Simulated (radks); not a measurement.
Values are calculated unless marked as measured or tabulated.
Isoelectronic series with 13 electrons, each ion in its NIST ground configuration. Level of theory: Dirac Kohn-Sham, PBE, spin-unpolarised, spherical densities, finite nucleus; open shells are shared between the two j in proportion to 2j + 1; Fermi nuclear charge, rms radius of each element as measured or else 0.836 A^(1/3) + 0.57 fm (a radial shooting solver on a logarithmic mesh with Libxc functionals). Total energies (hartree) and orbital eigenvalues (Ry):

ion    configuration  E (hartree)      3p3/2      3p1/2      3s1/2      2p3/2
Al      [Ne] 3s2 3p1   -242.68477   -0.19893   -0.20013   -0.56981   -5.10722
Si+     [Ne] 3s2 3p1   -289.55258   -0.85566   -0.85868   -1.39895   -7.70608
P2+     [Ne] 3s2 3p1   -340.84130   -1.78217   -1.78799   -2.49564  -10.86043
S3+     [Ne] 3s2 3p1   -396.54406   -2.95672   -2.96652   -3.83955  -14.54434
Cl4+    [Ne] 3s2 3p1   -456.66150   -4.36989   -4.38513   -5.42228  -18.74671
Ar5+    [Ne] 3s2 3p1   -521.19803   -6.01660   -6.03901   -7.23955  -23.46162
K6+     [Ne] 3s2 3p1   -590.16037   -7.89384   -7.92547   -9.28895  -28.68558
Ca7+    [Ne] 3s2 3p1   -663.55686   -9.99969  -10.04292  -11.56914  -34.41639
Sc8+    [Ne] 3s2 3p1   -741.39714  -12.33288  -12.39046  -14.07939  -40.65260
Ti9+    [Ne] 3s2 3p1   -823.69200  -14.89255  -14.96763  -16.81935  -47.39326
V10+    [Ne] 3s2 3p1   -910.45321  -17.67813  -17.77425  -19.78899  -54.63771
Cr11+   [Ne] 3s2 3p1  -1001.69334  -20.68921  -20.81039  -22.98844  -62.38555
Mn12+   [Ne] 3s2 3p1  -1097.42590  -23.92555  -24.07627  -26.41800  -70.63651
Fe13+   [Ne] 3s2 3p1  -1197.66533  -27.38699  -27.57224  -30.07809  -79.39046
Co14+   [Ne] 3s2 3p1  -1302.42674  -31.07346  -31.29876  -33.96925  -88.64736
Ni15+   [Ne] 3s2 3p1  -1411.72634  -34.98495  -35.25638  -38.09208  -98.40726
Cu16+   [Ne] 3s2 3p1  -1525.58043  -39.12149  -39.44574  -42.44726  -108.6703
Zn17+   [Ne] 3s2 3p1  -1644.00722  -43.48316  -43.86754  -47.03556  -119.4365
